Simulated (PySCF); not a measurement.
A run for PySCF: R-M06-2X/def2-TZVPP on BH5N2 (SMILES NBN), a point of a torsion scan.

```python
from pyscf import gto, dft

mol = gto.M(
    atom='''
    N     1.27211861   -0.20586478    0.15351140
    B     0.07421379    0.51330940    0.04403914
    N    -0.79302581    0.27732010   -1.03134063
    H     1.56038053   -0.90312986   -0.51030507
    H     1.92875108   -0.07806487    0.90046883
    H    -0.20301430    1.31416029    0.85380254
    H    -0.60665671   -0.39615504   -1.75355947
    H    -1.66143892    0.76199563   -1.15935090
    ''',
    basis='def2-tzvpp',
    charge=0, spin=0, verbose=4, max_memory=1800)
mf = dft.RKS(mol, xc='m062x').density_fit(auxbasis='def2-universal-jkfit')
mf.grids.level = 4
mf.conv_tol = 1e-9
mf.max_cycle = 150
mf.kernel()
mf.dip_moment()
```

Program output:

```
PySCF version 2.14.0

[INPUT] verbose = 4
[INPUT] num. atoms = 8
[INPUT] num. electrons = 24
[INPUT] charge = 0
[INPUT] spin (= nelec alpha-beta = 2S) = 0
[INPUT] symmetry False subgroup None
[INPUT] Mole.unit = angstrom
[INPUT] Symbol           X                Y                Z      unit          X                Y                Z       unit  Magmom
[INPUT]  1 N      1.272118610000  -0.205864780000   0.153511400000 AA    2.403955770862  -0.389028052894   0.290094502999 Bohr   0.0
[INPUT]  2 B      0.074213790000   0.513309400000   0.044039140000 AA    0.140243737766   0.970014183165   0.083221913361 Bohr   0.0
[INPUT]  3 N     -0.793025810000   0.277320100000  -1.031340630000 AA   -1.498601590611   0.524059037837  -1.948951331836 Bohr   0.0
[INPUT]  4 H      1.560380530000  -0.903129860000  -0.510305070000 AA    2.948691851804  -1.706668090317  -0.964336822277 Bohr   0.0
[INPUT]  5 H      1.928751080000  -0.078064870000   0.900468830000 AA    3.644811303659  -0.147521224250   1.701639472408 Bohr   0.0
[INPUT]  6 H     -0.203014300000   1.314160290000   0.853802540000 AA   -0.383641426370   2.483403031879   1.613452965058 Bohr   0.0
[INPUT]  7 H     -0.606656710000  -0.396155040000  -1.753559470000 AA   -1.146415033530  -0.748624528466  -3.313747141437 Bohr   0.0
[INPUT]  8 H     -1.661438920000   0.761995630000  -1.159350900000 AA   -3.139664531493   1.439963048815  -2.190855683268 Bohr   0.0

nuclear repulsion = 69.3906446117036
number of shells = 63
number of NR pGTOs = 218
number of NR cGTOs = 163
basis = def2-tzvpp
ecp = {}


******** <class 'pyscf.df.df_jk.DFRKS'> ********
method = DFRKS
initial guess = minao
damping factor = 0
level_shift factor = 0
DIIS = <class 'pyscf.scf.diis.CDIIS'>
diis_start_cycle = 1
diis_space = 8
diis_damp = 0
SCF conv_tol = 1e-09
SCF conv_tol_grad = None
SCF max_cycles = 150
direct_scf = False
XC library pyscf.dft.libxc version 7.1.2
    S. Lehtola, C. Steigemann, M. J. T. Oliveira, and M. A. L. Marques,  SoftwareX 7, 1–5 (2018)
XC functionals = m062x
    Y. Zhao and D. G. Truhlar,  Theor. Chem. Acc. 120, 215 (2008)
    Y. Zhao and D. G. Truhlar,  Theor. Chem. Acc. 120, 215 (2008)
radial grids:
    Treutler-Ahlrichs [JCP 102, 346 (1995); DOI:10.1063/1.469408] (M4) radial grids

becke partition: Becke, JCP 88, 2547 (1988); DOI:10.1063/1.454033
pruning grids: <function nwchem_prune>
grids dens level: 4
symmetrized grids: False
atomic radii adjust function: <function treutler_atomic_radii_adjust>
small_rho_cutoff = 0
Set gradient conv threshold to 3.16228e-05
Initial guess from minao.
tot grids = 162400
******** <class 'pyscf.df.df.DF'> ********
auxbasis = def2-universal-jkfit
init E= -137.706080491201
  HOMO = -0.306409980089288  LUMO = 0.0140915129047598  gap/eV = 8.72129
cycle= 1 E= -137.400825492832  delta_E= 0.305  |g|= 0.423  |ddm|= 1.87
  HOMO = -0.233981005535041  LUMO = 0.0685076838838885  gap/eV = 8.23114
cycle= 2 E= -137.41052060523  delta_E= -0.0097  |g|= 0.407  |ddm|= 0.547
  HOMO = -0.306215950059167  LUMO = 0.0579883037202507  gap/eV = 9.91050
cycle= 3 E= -137.443737748426  delta_E= -0.0332  |g|= 0.0336  |ddm|= 0.235
  HOMO = -0.303632513913554  LUMO = 0.0600336610862691  gap/eV = 9.89586
cycle= 4 E= -137.443966125005  delta_E= -0.000228  |g|= 0.0143  |ddm|= 0.0321
  HOMO = -0.303430648033842  LUMO = 0.0598585457971055  gap/eV = 9.88560
cycle= 5 E= -137.444017109932  delta_E= -5.1e-05  |g|= 0.00159  |ddm|= 0.00944
  HOMO = -0.303473785816688  LUMO = 0.0597661918280803  gap/eV = 9.88426
cycle= 6 E= -137.444017948482  delta_E= -8.39e-07  |g|= 0.000265  |ddm|= 0.00265
  HOMO = -0.303439018951677  LUMO = 0.0597875503508458  gap/eV = 9.88390
cycle= 7 E= -137.444017970088  delta_E= -2.16e-08  |g|= 6.79e-05  |ddm|= 0.00035
  HOMO = -0.303441322950796  LUMO = 0.0597843505051703  gap/eV = 9.88387
cycle= 8 E= -137.444017971608  delta_E= -1.52e-09  |g|= 1.29e-05  |ddm|= 0.00011
  HOMO = -0.303442867037946  LUMO = 0.0597844173771662  gap/eV = 9.88392
cycle= 9 E= -137.444017971679  delta_E= -7.12e-11  |g|= 2.19e-06  |ddm|= 2.19e-05
  HOMO = -0.303442645089302  LUMO = 0.0597844638265741  gap/eV = 9.88391
Extra cycle  E= -137.444017971681  delta_E= -1.76e-12  |g|= 1.3e-06  |ddm|= 2.91e-06
converged SCF energy = -137.444017971681
Dipole moment(X, Y, Z, Debye):  0.30247, -0.87248, -0.88273
```

The calculation finished and met its thresholds.

Cost: around 20 core-seconds (rough).
